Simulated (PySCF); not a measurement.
# Electronic structure of Pd²⁺ (palladium, charge +2) at the UHF level

Configuration: [Kr] 4d7 5p1, one real determinant (an excited configuration). Computed with PySCF 2.14 in def2-TZVPPD with the def2 core potential (28 electrons) (6s4p3d2f1g, 56 functions), with a scalar-relativistic core potential.

| Item | Value |
| --- | --- |
| Total energy | -125.697257 hartree |
| One-electron energy | -208.3420 hartree |
| Hartree (Coulomb) energy | 93.8737 hartree |
| Exchange energy | -11.2290 hartree |
| ⟨S²⟩ | 6.0043 |
| ⟨L²⟩ | 13.936 |
| Sum of ⟨r⟩ | 20.63 bohr |
| Sum of ⟨r²⟩ | 34.79 bohr² |
| Traceless quadrupole moment −½Σ⟨3z² − r²⟩ along its main axis | -4.44 e·bohr² |

```json
{"shell": "4s α", "electrons": "1", "mean orbital energy (hartree)": "-5.21400", "spread (hartree)": "0", "rms radius, mean of both spins (bohr)": "1.01"}
{"shell": "4s β", "electrons": "1", "mean orbital energy (hartree)": "-4.97263", "spread (hartree)": "0", "rms radius, mean of both spins (bohr)": "1.01"}
{"shell": "4p α", "electrons": "3", "mean orbital energy (hartree)": "-3.75280", "spread (hartree)": "0.01692", "rms radius, mean of both spins (bohr)": "1.10"}
{"shell": "4p β", "electrons": "3", "mean orbital energy (hartree)": "-3.45712", "spread (hartree)": "0.03111", "rms radius, mean of both spins (bohr)": "1.10"}
{"shell": "4d α", "electrons": "5", "mean orbital energy (hartree)": "-1.53824", "spread (hartree)": "0.05474", "rms radius, mean of both spins (bohr)": "1.42"}
{"shell": "4d β", "electrons": "2", "mean orbital energy (hartree)": "-1.42970", "spread (hartree)": "0.01104", "rms radius, mean of both spins (bohr)": "1.42"}
{"shell": "5p α", "electrons": "1", "mean orbital energy (hartree)": "-0.68556", "spread (hartree)": "0", "rms radius, mean of both spins (bohr)": "3.37"}
```

⟨L²⟩ = 13.94 against 20 for a pure G term, so this real determinant mixes terms. Energies and moments cover only the electrons outside the core potential.
